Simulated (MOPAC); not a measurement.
A run for MOPAC: AM1 on AlH3Se (SMILES [AlH2][SeH]), a point of a bond scan (R = 1.416 Å).

```
AM1 1SCF PRECISE CHARGE=0 THREADS=1
AlH3Se

Al     0.36409461 1     0.02746235 1    -1.55730963 1
H     -0.59226254 1    -0.51004274 1    -2.45259337 1
H      1.74544102 1     0.64238966 1    -1.99374994 1
Se    -0.20119715 1    -0.03048168 1     0.69657830 1
H      1.06055664 1     0.60674232 1     1.10718226 1
```

It printed:

```
*******************************************************************************
 **                                                                           **
 **                              MOPAC v23.2.5                                **
 **                                                                           **
 *******************************************************************************
 ** MOPAC's Digital Object Identifier: https://doi.org/10.5281/zenodo.6511958 **
 **                                                                           **
 ** Please cite the open-source release paper for use of this MOPAC version:  **
 ** J. E. Moussa and J. J. P. Stewart (2026)                                  **
 ** MOPAC: An open-source semiempirical molecular orbital program             **
 ** J. Open Source Softw., 11(119), 8025, https://doi.org/10.21105/joss.08025 **
 *******************************************************************************

                              AM1 CALCULATION RESULTS

 *******************************************************************************
 *  AM1        - The AM1 Hamiltonian to be used
 *
 *
 *
 *                 CHARGE ON SYSTEM = 0
 *
 *
 *
 *  PRECISE    - TIGHTER CRITERIA TO BE USED
 *  1SCF       - DO 1 SCF AND THEN STOP
 *  THREADS=1  - MULTI-THREADING NOT USED
 *  T=         - A TIME OF 172800.0 SECONDS REQUESTED
 *  DUMP=N     - RESTART FILE WRITTEN EVERY 7200.0 SECONDS REQUESTED
 *******************************************************************************
AM1 1SCF PRECISE CHARGE=0 THREADS=1
 AlH3Se

   ATOM   CHEMICAL          X               Y               Z
  NUMBER   SYMBOL      (ANGSTROMS)     (ANGSTROMS)     (ANGSTROMS)

     1      Al          0.36409461  *   0.02746235  *  -1.55730963  *
     2       H         -0.59226254  *  -0.51004274  *  -2.45259337  *
     3       H          1.74544102  *   0.64238966  *  -1.99374994  *
     4      Se         -0.20119715  *  -0.03048168  *   0.69657830  *
     5       H          1.06055664  *   0.60674232  *   1.10718226  *



          CARTESIAN COORDINATES

    NO.       ATOM           X           Y           Z

     1        Al          0.3641      0.0275     -1.5573
     2         H         -0.5923     -0.5100     -2.4526
     3         H          1.7454      0.6424     -1.9937
     4        Se         -0.2012     -0.0305      0.6966
     5         H          1.0606      0.6067      1.1072

  H: (AM1): M.J.S. DEWAR ET AL, J. AM. CHEM. SOC. 107 3902-3909 (1985)
 Al: (AM1): M. J. S. Dewar, A. J. Holder, Organometallics, 9, 508-511 (1990).
 Se: (AM1): J. J. P. STEWART, J. MOL. MOD., 10, 155-164 (2004)

           Empirical Formula: H3 Al Se  =     5 atoms



      MOLECULAR POINT GROUP   :   Cs


      RHF CALCULATION, NO. OF DOUBLY OCCUPIED LEVELS = 6


 -------------------------------------------------------------------------------
 AM1 1SCF PRECISE CHARGE=0 THREADS=1
 AlH3Se



     1SCF WAS SPECIFIED, SO BFGS WAS NOT USED
     SCF FIELD WAS ACHIEVED


                              AM1 CALCULATION
                                                       MOPAC v23.2.5 Linux




          FINAL HEAT OF FORMATION =         20.55966 KCAL/MOL =      86.02163 KJ/MOL


          COSMO AREA              =        104.06 SQUARE ANGSTROMS
          COSMO VOLUME            =         92.11 CUBIC ANGSTROMS

          IONIZATION POTENTIAL    =          8.487286 EV
          HOMO LUMO ENERGIES (EV) =         -8.487 -1.410
          NO. OF FILLED LEVELS    =          6
          MOLECULAR WEIGHT        =        108.9652         POINT GROUP:  Cs

          MOLECULAR DIMENSIONS (Angstroms)

            Atom       Atom       Distance
            H     5    H     2     4.08057
           Se     4    H     3     3.09697
            H     5    H     3     0.00000


          SCF CALCULATIONS        =          1





   ATOM   CHEMICAL          X               Y               Z
  NUMBER   SYMBOL      (ANGSTROMS)     (ANGSTROMS)     (ANGSTROMS)

     1      Al          0.36409461  *   0.02746235  *  -1.55730963  *
     2       H         -0.59226254  *  -0.51004274  *  -2.45259337  *
     3       H          1.74544102  *   0.64238966  *  -1.99374994  *
     4      Se         -0.20119715  *  -0.03048168  *   0.69657830  *
     5       H          1.06055664  *   0.60674232  *   1.10718226  *

                             CARTESIAN COORDINATES

   1   Al        0.364094610     0.027462350    -1.557309630
   2    H       -0.592262540    -0.510042740    -2.452593370
   3    H        1.745441020     0.642389660    -1.993749940
   4   Se       -0.201197150    -0.030481680     0.696578300
   5    H        1.060556640     0.606742320     1.107182260


           Empirical Formula: H3 Al Se  =     5 atoms



      MOLECULAR POINT GROUP   :   Cs


                  EIGENVALUES
 -20.05161 -14.62789 -12.67769 -11.21002 -10.27308  -8.48729  -1.40952  -1.16426
   0.33153   1.73417   2.62561


              NET ATOMIC CHARGES AND DIPOLE CONTRIBUTIONS

  ATOM NO.   TYPE          CHARGE      No. of ELECS.   s-Pop       p-Pop
    1         Al           0.006330        2.9937     1.16544     1.82823
    2          H          -0.030379        1.0304     1.03038
    3          H          -0.022386        1.0224     1.02239
    4         Se           0.058235        5.9418     1.96861     3.97316
    5          H          -0.011799        1.0118     1.01180
 DIPOLE           X         Y         Z       TOTAL
 POINT-CHG.    -0.207    -0.037     0.657     0.690
 HYBRID         0.647     0.294    -0.143     0.725
 SUM            0.441     0.257     0.514     0.724


          ATOMIC ORBITAL ELECTRON POPULATIONS

     Atom    s        px        py        pz
    1 Al   1.16544   0.74416   0.33284   0.75122
    2  H   1.03038
    3  H   1.02239
    4 Se   1.96861   1.14132   1.64284   1.18900
    5  H   1.01180

 **********************
 *                    *
 * JOB ENDED NORMALLY *
 *                    *
 **********************




 == MOPAC DONE ==
```

The run finished.

Cost: very roughly 0.03 core-seconds.
